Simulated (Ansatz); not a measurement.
Wavefunction ladder for BrF2H2NSi, SMILES `N[Si](F)(F)Br`

Cartesian coordinates in Å:
```
N 1.050 0.260 -0.017
Si -0.548 -0.240 -0.011
F -0.732 -1.388 -1.080
F -1.050 -0.876 1.348
Br -1.864 1.453 -0.438
H 1.818 -0.386 -0.089
H 1.326 1.177 0.286
```

Charge 0, multiplicity 1. Correlated methods include outer-core shells of Br, which these sets cover unevenly. Scalar relativity is left out up to krypton. The geometry is a stationary point of PBE0-D4/def2-TZVP. It is one conformer, not always the lowest. Frozen core, restricted reference, Ansatz.

```json
{"basis": "def2-SVP", "HF (Eh)": "-3115.44609", "MP2 corr.": "-0.85566"}
{"basis": "def2-TZVPP", "HF (Eh)": "-3116.21021", "MP2 corr.": "-1.09571"}
{"basis": "def2-QZVPP", "HF (Eh)": "-3116.28183", "MP2 corr.": "-1.48877"}
```

**Question.** Estimate the CCSD correlation energy and the (T) correction in each basis where they were run (hartree).

**Answer.** 
```csv
basis,CCSD corr.,(T)
def2-SVP,-0.87261,-0.01652
def2-TZVPP,-1.10932,-0.03582
```
